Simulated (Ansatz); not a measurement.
`OC[SiH2]S` + `O[SiH2]O` → `OCO[SiH2]O` + `[SiH3]S`  (substitution at a C–Si bond)

Gas-phase electronic energies from Ansatz, PBE0-D4/def2-TZVP geometries. CCSD(T)/CBS is the MP2 limit (def2-TZVPP, def2-QZVPP) plus CCSD(T) − MP2 in def2-TZVPP, frozen cores. One conformer a species, not always the lowest.

`OC[SiH2]S`:

Cartesian coordinates in Å:
```
O -1.036 0.121 1.218
C -0.018 -0.699 0.665
Si 0.320 -0.070 -1.081
S 0.900 1.981 -1.005
H -1.195 -0.147 2.126
H 0.911 -0.649 1.249
H -0.325 -1.754 0.617
H -0.892 -0.271 -1.916
H 1.463 -0.809 -1.676
H -0.130 2.297 -0.198
```

`O[SiH2]O`:

```xyz
7

O     0.748    0.555    1.112
Si    0.111    0.210   -0.362
O    -0.987   -1.010   -0.331
H     0.160    0.915    1.778
H    -0.650    1.359   -0.906
H     1.291   -0.142   -1.185
H    -0.673   -1.887   -0.107
```

`OCO[SiH2]O`:

Z-matrix (Å, degrees):
```
C
O 1 1.396
O 1 1.400 2 112.3
H 1 1.095 2 111.0 3 117.7
H 1 1.095 2 107.0 3 -122.6
Si 2 1.652 1 121.0 3 -61.7
H 3 0.962 1 108.1 2 -67.2
O 6 1.638 2 113.5 1 73.7
H 6 1.474 2 106.5 1 -169.6
H 6 1.489 2 106.9 1 -48.3
H 8 0.960 6 115.4 2 -61.2
```

`[SiH3]S`:

Z-matrix (Å, degrees):
```
Si
S 1 2.137
H 1 1.485 2 111.6
H 1 1.485 2 111.6 3 -122.0
H 1 1.482 2 104.8 3 119.0
H 2 1.344 1 94.7 3 60.9
```

```json
{"species": "`OC[SiH2]S`", "CCSD(T)/CBS(def2) energy (Eh)": "-803.70411"}
{"species": "`O[SiH2]O`", "CCSD(T)/CBS(def2) energy (Eh)": "-441.92975"}
{"species": "`OCO[SiH2]O`", "CCSD(T)/CBS(def2) energy (Eh)": "-556.34691"}
{"species": "`[SiH3]S`", "CCSD(T)/CBS(def2) energy (Eh)": "-689.27336"}
```

Q: Work out ΔE.

A: ΔE = (-556.34691) + (-689.27336) − (-803.70411) − (-441.92975) = 0.01359 Eh = +8.5 kcal/mol.

Largest T1 diagnostic among the species: 0.012.

In def2-TZVPP, CCSD(T) changes the Hartree–Fock value by +2.6 kcal/mol (the triples alone add +0.0 kcal/mol) and MP2 by +4.1 kcal/mol.
